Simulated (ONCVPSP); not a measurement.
# Plane-wave convergence, ONCV potential for sulfur

```json
{"Element": "S (Z = 16)", "Generator": "ONCVPSP 4.0.1", "Type": "optimised norm-conserving Vanderbilt (ONCV)", "Functional": "PW91", "Relativity": "scalar-relativistic", "Frozen core": "[Ne]", "Valence charge": "6", "Reference configuration": "3s2 3p4", "Partial waves": "3s: rc 1.15 bohr, ncon 5, nbas 9, qcut 5.3 1/bohr, 2 projectors, debl 3.8 Ha; 3p: rc 1.45 bohr, ncon 5, nbas 8, qcut 5.3 1/bohr, 2 projectors, debl 1.8 Ha; d scattering state at 0.16 Ha: rc 1.55 bohr, ncon 5, nbas 9, qcut 5.8 1/bohr, 1 projector", "Local potential": "polynomial inside 0.75 bohr (lpopt 2, dvloc0 4 Ha)", "Core correction": "none"}
```

Question: For each optimised wave give the share of its norm inside rc, the residual kinetic energy above qcut (Ha) and the cutoffs (Ha) for errors of 10, 1, 0.1 and 0.01 mHa per electron.

Answer:

```csv
wave,norm inside rc,residual KE,10 mHa,1 mHa,0.1 mHa,0.01 mHa
3s,0.192,9.7e-03,11.7,146.5,173.9,193.2
s projector 2,0.076,2.5e-02,17.9,72.1,209.8,236.7
3p,0.263,1.6e-04,4.0,6.1,17.9,81.5
p projector 2,0.204,7.7e-03,7.2,95.6,119.3,132.2
d projector 1,0.067,1.0e-03,9.4,16.9,85.1,117.5
```

The occupied waves need 146 Ha and 174 Ha for 1 and 0.1 mHa. Note: ghosts flagged at negative energy: s at -187.0 eV; no localised positive-energy state flagged. A true bound ghost makes a file unfit for plane-wave use.
